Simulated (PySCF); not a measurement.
**Vertical excitation energies**

Compound: 1,2-phenylenebisphosphine, C₆H₈P₂.
InChI=1S/C6H8P2/c7-5-3-1-2-4-6(5)8/h1-4H,7-8H2

Level of theory: PySCF 2.14.0, density-fitted response routines, TDDFT CAM-B3LYP/def2-SVPD, vertical, gas phase, core orbitals frozen in the response. The structure is a single GFN2-xTB conformer in the gas phase; no vibrational or solvent corrections. Torsions of this conformer, `[PH2:1][c:2]1[cH:3][cH:4][cH:5][cH:6][c:7]1[PH2:8]`: H–P1–C2–C3 96°, H–P1–C2–C3 3°, H–P8–C7–C6 3°, H–P8–C7–C6 96°.

| state | E (eV) | E (hartree) | f | symmetry | main configurations (H = HOMO, L = LUMO) |
| --- | --- | --- | --- | --- | --- |
| S1 | 4.88 | 0.1794 | 0.0085 | B | H→L (94%) |
| S2 | 5.06 | 0.1861 | 0.017 | A | H→L+1 (66%), H-1→L (24%) |
| S3 | 5.72 | 0.2103 | 0.118 | B | H→L+2 (89%) |
| S4 | 5.92 | 0.2177 | 0.232 | A | H-1→L (50%), H→L+1 (28%), H-2→L+1 (18%) |
| S5 | 6.13 | 0.2253 | 0.030 | B | H→L+3 (44%), H-1→L+1 (33%), H-2→L (18%) |
| S6 | 6.32 | 0.2321 | 0.057 | B | H→L+3 (49%), H-1→L+1 (22%), H-2→L (22%) |
| S7 | 6.61 | 0.2430 | 0.150 | B | H-2→L (45%), H-1→L+1 (30%), H→L+6 (11%) |
| S8 | 6.64 | 0.2439 | 0.037 | A | H-1→L+2 (66%), H→L+4 (13%) |

Triplets (Tamm–Dancoff): T1 3.83 eV, H→L (61%), H-1→L+1 (17%), H-2→L (12%); T2 4.50 eV, H→L+1 (67%), H-1→L (16%), H-2→L+1 (14%); T3 4.54 eV, H-1→L+1 (54%), H→L (22%), H→L+2 (11%).

The lowest singlet lies at 4.88 eV (254 nm, ultraviolet) and is weak; its leading configuration is HOMO→LUMO (94%). The most intense listed level is S4 at 5.92 eV (209 nm, f = 0.232), 1.04 eV above S1. Löwdin shares by element: HOMO phosphorus 49%, carbon 20% or more (atoms not listed hold the other 31%); LUMO carbon 56% or more (atoms not listed hold the other 44%). The oscillator strengths of these states sum to 0.649; summed over the whole spectrum of an exact calculation they would give the number of electrons, 74 (Thomas–Reiche–Kuhn). Of the 8 states listed, 7 reach f = 0.01 and none stays under 0.0005. Weighted by f, the mean energy of these states is 6.09 eV. Symmetry labels in C2 follow from the direction of the transition dipole and are given only for states with f of 0.002 or more. Only the lowest 8 singlets were computed, as vertical energies without vibronic structure.
